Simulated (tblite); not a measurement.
Species: C₅H₁₁Al.
Z-matrix (Å and degrees, GFN2-xTB geometry), rows numbered from 1:
```
C 
C   1  1.5233
Al  2  2.0158  1  132.31
C   2  1.5523  1  115.87  3  -129.87
C   4  1.5255  2   87.76  1  -138.10
C   5  1.5254  4   89.38  2    20.87
H   1  1.0890  2  110.49  3    59.99
H   1  1.0922  2  110.98  3  -179.93
H   1  1.0891  2  110.50  3   -59.84
H   3  1.5527  2  119.72  1   -95.05
H   3  1.5526  2  119.70  1    95.14
H   4  1.0986  2  117.20  1   103.39
H   4  1.0896  2  113.01  1   -24.36
H   5  1.1040  4  110.10  2   -90.34
H   5  1.0884  4  118.60  2   143.58
H   6  1.0985  2  117.12  1  -103.41
H   6  1.0895  2  113.01  1    24.36
```

Computed with GFN2-xTB (tblite): harmonic, unscaled wavenumbers at the GFN2-xTB geometry, gas phase. Against measured fundamentals such values can be off by several per cent, at times by over 20. Modes of hydrogen on aluminium can be 10 to 20 % off. One conformer, not necessarily the lowest.

**Question.** How many normal modes are there?

**Answer.** 17 atoms, non-linear: 3N − 6 = 45.

**Question.** What is the point group of the computed structure, and how do the modes divide by symmetry?

**Answer.** Cs. The vibrations span 26 a′ + 19 a″.

**Question.** How many distinct wavenumbers does the calculation give?

**Answer.** 45: Cs has no degenerate species.

**Question.** How many fundamentals are allowed in the infrared by symmetry?

**Answer.** 45 of 45: in Cs every mode is allowed. All fundamentals are allowed in the Raman spectrum.

**Question.** What zero-point energy do the modes add up to?

**Answer.** ½Σν̃ = 30128 cm⁻¹ = 86.1 kcal/mol (45 modes), 42.9 kcal/mol of it from above 1550 cm⁻¹.

**Question.** What thermal excitation has the softest real mode at 77 K?

**Answer.** θ = hcν̃/k = 158 K for 110.1 cm⁻¹, so N1/N0 = 0.13 and ⟨v⟩ = 1/(exp(θ/T) − 1) = 0.15.

Time: 0.67 s. Hardware: Intel Xeon at 2.70 GHz, one thread, on a shared host. This covers the Hessian and the dipole derivatives.
